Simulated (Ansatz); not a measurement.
Consider the substitution at a C–C bond: `CCCCCCCC(C)=O` + HCl → `CC(=O)Cl` + `CCCCCCC`.

Gas-phase electronic energies from Ansatz, PBE0-D4/def2-TZVP geometries. CCSD(T)/CBS is the MP2 limit (def2-TZVPP, def2-QZVPP) plus CCSD(T) − MP2 in def2-TZVPP, frozen cores. This one scheme is used for every species. Functionals use def2-TZVPP. B3LYP here is the variant with VWN-RPA as its local correlation; programs differ in this. One conformer a species, not always the lowest.

Problem. Is it downhill or uphill in electronic energy at CCSD(T)/CBS, and by how much? (An estimate is asked.)

Solution. Computed: Nearly level: ΔE = -2.0 kJ/mol.

Problem. What do these levels give: LDA (SPW92), PBE0-D4, B3LYP-D4, CAM-B3LYP-D4, ωB97M-V, PBE-QIDH, BLYP, HF/def2-SVP, MP2/def2-SVP, CCSD(T)/def2-SVP, HF/def2-TZVPP, SCS-MP2/def2-QZVPP? (Estimate.)

Solution. Ansatz gave: LDA (SPW92) -14.6, PBE0-D4 -11.4, B3LYP-D4 -13.5, CAM-B3LYP-D4 -6.7, ωB97M-V -5.2, PBE-QIDH -7.8, BLYP -37.3, HF/def2-SVP -2.0, MP2/def2-SVP -2.4, CCSD(T)/def2-SVP 0.7, HF/def2-TZVPP -7.7, SCS-MP2/def2-QZVPP -6.0 kJ/mol.

Largest T1 diagnostic among the species: 0.014.

Leaving LDA and LC-ωPBE aside and taking each functional with its dispersion term where it has one, the values, not all of them listed here, spread over 18.2 kJ/mol, from PBE-D4 to BHLYP-D4. LDA lies +15.8 kJ/mol from PBE without D4. From BLYP to BHLYP (50 % exact exchange), in def2-TZVPP and without D4, ΔE moves by +24.3 kJ/mol. The D4 term adds +12.4 kJ/mol with B3LYP and +7.9 kJ/mol with PBE0; it sums over pairs of atoms, weighted by their polarisabilities, and B3LYP, whose exchange is more repulsive, gets the larger term.
